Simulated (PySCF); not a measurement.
Compound: C7H14OP (charge +1).
SMILES with atom numbers: `[CH3:1][O:2][C:3]1=[C:4]([CH3:5])[CH2:6][P@H+:7]([CH3:8])[CH2:9]1`

NICS is the negative of the GIAO shielding at a point without a nucleus: at the ring centre (0) and 1 Å above and below it (1); zz is the component along the ring normal. Level: GIAO PBE0/pcSseg-1 (PySCF, non-relativistic, gas phase) on the GFN2-xTB geometry, one conformer.

Ring bond lengths (Å), with Mayer bond orders in brackets: C3–C4 1.340 (1.67), C4–C6 1.518 (1.02), C6–P7 1.810 (0.99), P7–C9 1.812 (0.98), C9–C3 1.529 (1.03).

What do the NICS probes read (ppm)?

```json
{"ring": "C3–C4–C6–P7–C9", "type": "5-membered ring with P; formal bonds 1 double, 4 single", "NICS(0)": "-5.9", "NICS(1), two faces": "-5.3 / -3.2", "NICS(1)zz, two faces": "-2.4 / -0.9", "rms pucker (Å)": "0.12", "centre to ring atoms, mean (Å)": "1.35"}
```

What can be read from them?

- C3–C4–C6–P7–C9: mean NICS(1)zz -1.6 ppm, near zero. C6, P7, C9 have four or more neighbours; no verdict on aromaticity is drawn.

What is the mean of the two in-plane components of NICS at the second NICS(1) probe listed for ring C3–C4–C6–P7–C9, 1 Å off the ring?

The isotropic value is a third of the trace: (3 × -3.2 − (-0.9))/2 = -4.4 ppm.
